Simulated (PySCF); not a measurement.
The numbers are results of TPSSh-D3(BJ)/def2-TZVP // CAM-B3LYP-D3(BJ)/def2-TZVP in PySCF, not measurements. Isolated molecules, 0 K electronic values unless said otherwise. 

Reference species (SMILES): `[N]1C=CC=C1` (neutral, multiplicity 2).

* **highest occupied spin orbital**: -6.51 eV
* **dipole moment**: 2.02 D

Changed species: `c1c[nH]c[c]1` (H atom removed from C1; the reference has H atom removed from N4).

What does the change do to the highest occupied spin orbital and dipole moment?

the highest occupied spin orbital increases by 0.89 eV, to -5.62 eV; the dipole moment rises by 0.55 D, to 2.57 D.
